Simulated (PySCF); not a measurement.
**Löwdin shares of the frontier orbitals**

Species: (Cl2In-mu-SH)2.
Z-matrix (Å and degrees, PBE0-D3(BJ)/def2-SVP geometry), rows numbered from 1:
```
In
Cl  1  2.3294
Cl  1  2.3298  2  125.89
S   1  2.5717  2  108.77  3   128.66
In  4  2.5726  1   85.55  2   108.90
Cl  5  2.3294  4  106.35  1   111.02
Cl  5  2.3299  4  110.06  1  -109.73
S   5  2.5724  4   94.49  1    -0.00
H   4  1.3556  1   93.54  2  -158.22
H   8  1.3556  1   93.13  2   -17.76
```

Method: PySCF, TDDFT PBE0/def2-SVPD, vertical, gas phase, core orbitals frozen in the response, def2 core potentials past Kr. Spin–orbit coupling is left out.

Frontier orbitals with the atoms that hold most of them (Löwdin shares over 4%, at most four atoms; ? is withheld):

```csv
orbital,ε (eV),atoms
HOMO-3,-9.39,"Cl6 28%, Cl2 24%, Cl7 24%, Cl3 21%"
HOMO-2,-9.26,"Cl6 18%, Cl2 18%, Cl7 17%, Cl3 17%"
HOMO-1,-9.20,"Cl2 18%, Cl6 18%, Cl3 17%, Cl7 16%"
HOMO,-9.18,"S8 30%, S4 29%, Cl6 8%, Cl7 8%"
LUMO,?,"In1 17%, In5 16%, S4 13%, S8 13%"
LUMO+1,-2.67,"S4 19%, S8 19%, In5 14%, In1 14%"
LUMO+2,-1.07,"S4 20%, S8 19%, In1 18%, In5 18%"
```

Task: What is the LUMO energy, and the HOMO–LUMO gap?

Result: ε(LUMO) = -2.86 eV; the gap is 6.32 eV (0.2321 hartree).

Task: How does S1 compare with the orbital gap of 6.32 eV?

Result: S1 is at 5.13 eV (f = 0.0000), 1.19 eV below the gap, made of HOMO-1→LUMO (72%), HOMO→LUMO+1 (25%). Without the coupling terms of the response equations the lowest excitation would equal the gap.

Next come S2 at 5.31 eV (f 0.0010), HOMO-3→LUMO (53%), HOMO-4→LUMO+1 (25%), HOMO→LUMO+1 (12%); S3 at 5.31 eV (f 0.025), HOMO-4→LUMO (49%), HOMO-3→LUMO+1 (29%), HOMO→LUMO (14%); S4 at 5.33 eV (f 0.0001), HOMO-6→LUMO (38%), HOMO-7→LUMO+1 (31%), HOMO-5→LUMO (27%); S5 at 5.33 eV (f 0.0098), HOMO-7→LUMO (58%), HOMO-5→LUMO+1 (17%), HOMO-6→LUMO+1 (17%).

One conformer stands for the species.
